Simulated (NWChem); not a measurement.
# thiourea (CH4N2S); SMILES NC(N)=S

```xyz
8

N     -0.0610     1.1480    -1.0486
C      0.0000     0.0000    -0.3075
N      0.0610    -1.1480    -1.0486
S      0.0000     0.0000     1.3669
H      0.3214     1.1522    -1.9869
H      0.0513     2.0051    -0.5258
H     -0.3214    -1.1522    -1.9869
H     -0.0513    -2.0051    -0.5258
```
Atoms are numbered in this order, from 1.

All runs: NWChem. Pople sets run with spherical d functions. Structure relaxed at the B3LYP/6-31G* (spherical d) level. Atomic charges in e: unrestrained fits to the electrostatic potential beside Mulliken populations; buried atoms are poorly determined by the fit.

For level B3LYP/def2-SVP:

```yaml
ESP N1: -0.65
Mulliken N1: -0.08
ESP C2: 0.48
Mulliken C2: -0.04
ESP N3: -0.65
Mulliken N3: -0.08
ESP S4: -0.45
```

Task: Estimate the same quantities for level Hartree-Fock/6-31G*.

Result: 
- ESP N1 = -0.84
- Mulliken N1 = -0.88
- ESP C2 = 0.71
- Mulliken C2 = 0.47
- ESP N3 = -0.83
- Mulliken N3 = -0.88
- ESP S4 = -0.55
